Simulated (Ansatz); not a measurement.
```xyz
2

Be    0.0000    0.0000   -0.8209
O     0.0000    0.0000    0.4105
```

Basis set: 6-31G* (spherical functions). Frozen core: 1 orbital. Charge 0, multiplicity 1.

Computed with Ansatz (development build ahead of 0.2.0); each method stands on the lowest determinant of its kind that the runs found. Restricted open shells among the atoms or ions are ROHF, correlated in semicanonical orbitals with singles.

Problem. Give the atomization energy at this shape (free ground-state atoms in the same class of orbitals less the molecule, no zero-point energy) of singlet BeO by RHF-MP2, RHF.

Solution.

```csv
method,atomization energy
RHF-MP2,4.33 eV
RHF,1.57 eV
```

Caution: the shape is not the minimum.
